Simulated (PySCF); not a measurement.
Ge(SH)2 (GeH2S2), SMILES [SH][Ge][SH] (connectivity only; charge and spin as stated), neutral, multiplicity 1. Geometry optimised at PBE0-D3(BJ)/def2-TZVP. One conformer was computed; it need not be the lowest.

TDDFT-M06-2X/def2-SVPD in PySCF puts the lowest singlet excitations at 3.66, 4.63, 5.58, 5.62, 5.99, 6.08 eV.

Q: What are the lowest excitation roots from ADC(2)/aug-cc-pVDZ in PySCF? (Estimate from the structure and the level; the computed values follow.)

A: 3.79, 4.25, 5.36, 5.90, 5.99, 6.05 eV. S1 differs by 0.14 eV (second minus first; roots are paired by order, and the bases may differ).
